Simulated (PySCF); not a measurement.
Labels have come off several samples. The candidates:

A. SMILES C#C/C([SiH3])=C\[SiH2]P
B. `[SiH3]O[SiH2][Si@H](C)P`
C. SMILES C=CC#C[Si@H]([SiH3])P

Spectrum 1. 13C{1H} NMR (computed): δ 138.5 (CH2), 124.7 (CH), 117.9 (C), 100.4 (C).

Spectrum 2. 13C{1H} NMR (computed): δ -5.3 (CH3).

Spectrum 3. 13C{1H} NMR (computed): δ 166.7 (CH), 145.7 (C), 104.6 (CH), 87.5 (C).

Non-relativistic, isolated molecule, fast rotation and ring inversion assumed for equivalent nuclei, one conformer. Structure optimised with GFN2-xTB; GIAO PBE0/pcSseg-1 shieldings; PySCF 2.14.0 with density-fitted response routines.

References, each an isolated molecule treated in the same way: 13C vs TMS. Splittings of carbon signals by F and P are missing where no couplings were computed. Shifts are as computed. Against solution values, carbons near 30 ppm lie about +3 ppm off and those near 130 ppm about +5 ppm. Of 1211 compounds with measured shifts, 218 miss one by over three times the rms of a fit or turn the order of signals round; such compounds aren't used in these exercises.

Question: Match each spectrum to its structure.

Answer: 1–C, 2–B, 3–A.

- Spectrum 1 (C): 4 13C signals; δC 138.5 is a terminal =CH2 carbon; δC 124.7 is an alkene CH.
- Spectrum 2 (B): a single 13C signal, at -5.3 ppm (methyl carbon bonded to Si).
- Spectrum 3 (A): 4 13C signals; δC 145.7 is a fully substituted alkene carbon; δC 104.6 is a terminal alkyne carbon.
